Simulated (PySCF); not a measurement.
Species: `N[C@@H]1C=C[C@H]2C[C@@H]12`. The columns A, B, C and D hold Mulliken, IAO, Hirshfeld and ESP-fitted charges (e) of one PBE0/pcSseg-1 density (PySCF), in a shuffled order. Coordinates in Å (GFN2-xTB); the density's dipole moment is (-0.85, -0.46, 1.20) D.

| atom | x | y | z | A | B | C | D |
| --- | --- | --- | --- | --- | --- | --- | --- |
| N1 | 2.105 | -0.805 | -0.026 | -0.241 | -0.573 | -0.413 | -0.958 |
| C2 | 0.761 | -0.518 | -0.505 | +0.016 | -0.008 | +0.011 | +0.396 |
| C3 | 0.645 | 0.932 | -0.905 | -0.056 | -0.177 | -0.126 | -0.273 |
| C4 | -0.277 | 1.582 | -0.208 | -0.047 | -0.157 | -0.021 | -0.227 |
| C5 | -0.991 | 0.680 | 0.723 | -0.049 | -0.149 | -0.217 | +0.054 |
| C6 | -1.750 | -0.435 | 0.051 | -0.091 | -0.289 | -0.104 | -0.419 |
| C7 | -0.355 | -0.674 | 0.532 | -0.053 | -0.163 | -0.230 | -0.237 |
| H8 | 2.180 | -1.774 | 0.263 | +0.107 | +0.239 | +0.165 | +0.348 |
| H9 | 2.316 | -0.220 | 0.776 | +0.102 | +0.241 | +0.167 | +0.366 |
| H10 | 0.589 | -1.172 | -1.370 | +0.039 | +0.142 | +0.132 | +0.072 |
| H11 | 1.289 | 1.342 | -1.663 | +0.046 | +0.154 | +0.087 | +0.165 |
| H12 | -0.524 | 2.626 | -0.295 | +0.050 | +0.154 | +0.086 | +0.162 |
| H13 | -1.332 | 1.058 | 1.676 | +0.046 | +0.148 | +0.111 | +0.093 |
| H14 | -2.562 | -0.894 | 0.597 | +0.047 | +0.149 | +0.122 | +0.175 |
| H15 | -1.918 | -0.362 | -1.013 | +0.042 | +0.146 | +0.126 | +0.155 |
| H16 | -0.184 | -1.354 | 1.355 | +0.042 | +0.142 | +0.104 | +0.129 |

**Question.** Which column most likely holds the ESP-fitted charges?

**Answer.** D. Σ q r misses the density's dipole by 0.03 D (D), 0.55 D (B), 1.14 D (A), 1.60 D (C). Charges fitted to the outside potential are the only set here that is tied to the molecule's multipoles.

**Question.** And the Hirshfeld charges?

**Answer.** A. The mean sizes are 0.067 e (A), 0.139 e (C), 0.189 e (B), 0.264 e (D), and Hirshfeld charges are commonly the smallest of these schemes.

As computed, A = Hirshfeld, B = IAO, C = Mulliken, D = ESP-fitted. Hydrogens on carbon: Hirshfeld +0.04 to +0.05, IAO +0.14 to +0.15, Mulliken +0.09 to +0.13, ESP-fitted +0.07 to +0.17 e.

The ESP scheme is a least-squares fit of atom-centred charges to the potential on four shells outside the van der Waals surface, with the total charge fixed. The Hirshfeld scheme divides the density at each point in proportion to the densities of the neutral, spherically averaged free atoms.

Isolated species at its GFN2-xTB geometry (one conformer only).
